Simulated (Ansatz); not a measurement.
Program: Ansatz. Geometries: PBE0-D4/def2-TZVP. ΔE: electronic, gas phase. CCSD(T)/CBS is the MP2 limit (def2-TZVPP, def2-QZVPP) plus CCSD(T) − MP2 in def2-TZVPP, frozen cores. Functionals use def2-TZVPP. B3LYP here is the variant with VWN-RPA as its local correlation; programs differ in this. One conformer a species, not always the lowest.

`C[O][AlH][S][SiH3]` + `CC=N` → `C/C=N\[SiH3]` + `C[O][AlH][SH]`  (ligand exchange at the Si–S bond)

```
             level  ΔE (kJ/mol)  difference from CCSD(T)/CBS
            PBE-D4         32.0                          0.0
         r2SCAN-D4         30.0                         -2.0
          B3LYP-D4         25.6                         -6.4
           ωB97M-V         29.6                         -2.4
            B2PLYP         24.8                         -7.2
            r2SCAN         29.4                         -2.6
              PBE0         31.8                         -0.2
     HF/def2-TZVPP         23.0                         -9.0
    MP2/def2-TZVPP         30.9                         -1.1
SCS-MP2/def2-TZVPP         28.3                         -3.7
   CCSD/def2-TZVPP         29.0                         -3.0
CCSD(T)/def2-TZVPP         30.1                         -1.9
     HF/def2-QZVPP         22.1                         -9.9
SCS-MP2/def2-QZVPP         29.1                         -2.9
      HF/CBS(def2)         22.0                        -10.0
     MP2/CBS(def2)         32.7                          0.7
       CCSD(T)/CBS         32.0                            0
```

Largest T1 diagnostic among the species: 0.013.

The D4 term adds +4.0 kJ/mol with B3LYP and +2.3 kJ/mol with PBE0; it sums over pairs of atoms, weighted by their polarisabilities, and B3LYP, whose exchange is more repulsive, gets the larger term. In def2-TZVPP, CCSD(T) changes the Hartree–Fock value by +7.2 kJ/mol (the triples alone add +1.1 kJ/mol) and MP2 by +7.9 kJ/mol.
